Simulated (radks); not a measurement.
The numbers below are computed, except where a source is named.
Q: The nickel ion Ni+, configuration [Ar] 3d9 (the NIST ground configuration). Level of theory: Dirac Kohn-Sham, OLYP, spin-unpolarised, spherical densities, finite nucleus; open shells are shared between the two j in proportion to 2j + 1; Fermi nuclear charge, rms radius 3.7757 fm (a radial shooting solver on a logarithmic mesh with Libxc functionals). Some entries of the table are withheld. Estimate them.

| orbital | occ. | eigenvalue (eV) | <1/r> (bohr^-1) | <r^2> (bohr^2) |
|---|---|---|---|---|
| 1s1/2 | 2 | -8212.154 | 28.09 | 0.003936 |
| 2s1/2 | 2 | -984.9172 | 6.102 | 0.07066 |
| 2p1/2 | 2 | (1) | (2) | 0.05577 |
| 2p3/2 | 4 | (3) | (4) | 0.05733 |
| 3s1/2 | 2 | -114.3597 | 1.914 | 0.6394 |
| 3p1/2 | 2 | -76.2867 | 1.779 | 0.7156 |
| 3p3/2 | 4 | -74.1168 | 1.749 | 0.7349 |
| 3d3/2 | 3.6 | -12.9710 | 1.320 | 1.553 |
| 3d5/2 | 5.4 | -12.7473 | 1.310 | 1.583 |

A: 
(1) 2p1/2 eigenvalue (eV): -859.7110
(2) 2p1/2 <1/r> (bohr^-1): 6.052
(3) 2p3/2 eigenvalue (eV): -842.2179
(4) 2p3/2 <1/r> (bohr^-1): 5.926
